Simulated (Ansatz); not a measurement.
Input:

```yaml
crystal:
  periodic: [false, false, false]
  atoms:
    - { symbol: O, position_ang: [0.3889, 1.7894, -0.5819] }
    - { symbol: Si, position_ang: [0.5817, 0.4839, 0.4397] }
    - { symbol: F, position_ang: [-0.31989, -0.76562, -0.16875] }
    - { symbol: Al, position_ang: [-0.23509, 0.97798, 2.54555] }
    - { symbol: H, position_ang: [-0.6171, 2.0496, -0.5092] }
    - { symbol: H, position_ang: [2.00163, 0.09435, 0.4976] }
    - { symbol: H, position_ang: [-0.17539, -0.0978, 3.73808] }
    - { symbol: H, position_ang: [-0.78023, 2.47013, 2.86188] }
basis:
  gaussian: { orbitals: cc-pVDZ }
hamiltonian:
  xc: lda
relax:
  f_tol: 0.015
  max_steps: 40
```

Launched with:

```bash
$ ansatz run input.yaml --threads 1 --pin off --max-ram 2048MiB --backend cpu --events-out ev --progress --plain --runs-dir out
```

Hardware: 1 thread of AMD EPYC 7R43 64-Core Processor (Zen 3), on a shared host.

Roughly how long does this run take, and how much memory?

23 s, with a peak of 0.16 GiB, for 14 ionic steps.
